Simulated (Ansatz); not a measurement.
Ideal-gas functions of `C[N]=[W](=[O])([F])[Cl]` at 298.15 K and 1 bar, from an Ansatz frequency run at PBE0-D4/def2-TZVP.

Molar mass 283.33 g/mol, point group C1 (symmetry number 1), electronic degeneracy 1, moments of inertia 227.526, 324.758, 411.436 u Å². Harmonic wavenumbers (cm⁻¹, unscaled): 99, 102, 116, 150, 194, 243, 342, 381, 427, 665, 684, 1030, 1106, 1113, 1372, 1438, 1467, 1470, 3022, 3095, 3103.

Use S(trans) = R[1.5 ln M + 2.5 ln T − 1.1517]; rotational temperatures θ = 24.2544 K / I; S(rot) = R[ln(√π/σ · √(T³/θAθBθC)) + 1.5]; for each mode x = 1.438777 ν̃/T, S = R[x/(eˣ − 1) − ln(1 − e⁻ˣ)] and H = RT x/(eˣ − 1); 1 cm⁻¹ = 0.0119627 kJ/mol; R = 8.31446 J/(mol·K).

**Question.** By hand: the entropy, in J/(mol·K).

**Answer.** Translation 179.3. Rotation: θ = 0.1066, 0.0747, 0.059 K, giving 120.1. Vibration, mode by mode: 14.53, 14.29, 13.25, 11.18, 9.16, 7.45, 5.03, 4.33, 3.63, 1.47, 1.36, 0.35, 0.25, 0.25, 0.08, 0.06, 0.06, 0.06, 0.00, 0.00, 0.00, in all 86.8. Electronic 0.0. Sum 386.2 J/(mol·K).

**Question.** By hand: H − E and G − E in kJ/mol, counted from the electronic energy.

**Answer.** Zero-point energy ½ × 21619 × 0.0119627 = 129.3; thermal vibration 13.7; translation, rotation and pV give 4 RT = 9.9. H − E = 152.9 kJ/mol, and G − E = 152.9 − 298.15 × 386.2/1000 = 37.8 kJ/mol.

Vibration gives 22 % of the entropy, 42.1 J/(mol·K) of it from the modes under 150 cm⁻¹: soft modes count most, and the harmonic formula is weakest for them. The sum counts one conformer and one mirror image; others add a mixing term.
